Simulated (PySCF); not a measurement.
This PySCF input asks for the NMR shieldings of SMILES [SiH3]C[C@H]1C[SiH2]C[SiH2]1, C4H14Si3; the geometry comes from GFN2-xTB.

```python
import basis_set_exchange as bse
import numpy as np
from pyscf import gto, dft
from pyscf.prop import nmr

atoms = """
Si    3.029564    0.395665   -0.489478
C     1.692531   -0.383959    0.608051
C     0.283374   -0.356655    0.014604
C    -0.670352   -1.252703    0.821142
Si   -2.463303   -0.947278    0.260994
C    -2.355958    0.906314   -0.175107
Si   -0.510338    1.378138   -0.109350
H     3.028507   -0.264604   -1.797874
H     2.784114    1.828117   -0.664652
H     4.338719    0.203379    0.141761
H     1.679779    0.110975    1.582793
H     1.973825   -1.425106    0.803020
H     0.340242   -0.772298   -0.999516
H    -0.374869   -2.299956    0.727182
H    -0.572987   -1.002955    1.881246
H    -2.798563   -1.756700   -0.918588
H    -3.428278   -1.232295    1.328857
H    -2.771930    1.099299   -1.160855
H    -2.937646    1.510379    0.516853
H    -0.066235    2.103356   -1.304625
H    -0.209116    2.175829    1.087770
"""
names = dict.fromkeys(["Si", "C", "H"], "pcSseg-1")
basis = {el: gto.basis.parse(bse.get_basis(n, elements=[el], fmt="nwchem")) for el, n in names.items()}
mol = gto.M(atom=atoms, basis=basis, charge=0, verbose=0)
mf = dft.RKS(mol, xc="PBE0")
mf.grids.level = 2
mf.grids.alignment = dft.numint.BLKSIZE   # the property module wants whole blocks of grid points
mf.conv_tol = 1e-9
mf.kernel()

calc = nmr.RKS(mf)   # GIAO
C = mf.mo_coeff
Co = C[:, mf.mo_occ > 0]
resp = mf.gen_response(singlet=True, hermi=2)
def vind(x):   # induced exchange potential for any number of trial vectors
    d = np.einsum("pi,xij,qj->xpq", C, 2 * x.reshape(-1, C.shape[1], Co.shape[1]), Co, optimize=True)
    return np.einsum("xpq,pi,qj->xij", resp(d - d.transpose(0, 2, 1)), C, Co, optimize=True).ravel()
mo1, _ = nmr.rhf.solve_mo1(calc, with_cphf=vind)
sigma = calc.kernel(mo1)
for i, s in enumerate(sigma):   # ppm
    print("%2d %-2s %9.2f" % (i, mol.atom_pure_symbol(i), np.trace(s) / 3))
```

Problem. Give the expected output.

Solution. 
```
 0 Si    421.65
 1 C     168.04
 2 C     161.18
 3 C     161.38
 4 Si    381.39
 5 C     202.10
 6 Si    373.66
 7 H      27.94
 8 H      27.87
 9 H      27.77
10 H      30.82
11 H      30.38
12 H      30.62
13 H      30.40
14 H      30.95
15 H      27.44
16 H      27.19
17 H      31.71
18 H      31.69
19 H      27.10
20 H      27.78
```

These numbers come from an equivalent density-fitted implementation of the same equations, which agrees with the script to about 0.01 ppm for H and up to a few tenths of a ppm for heavy atoms, so last digits may differ.

Size and cost of the density-fitted run: 210 basis functions, 69 s wall time on 1 thread of an Arm Neoverse N1, shared host; peak memory 0.96 GiB.
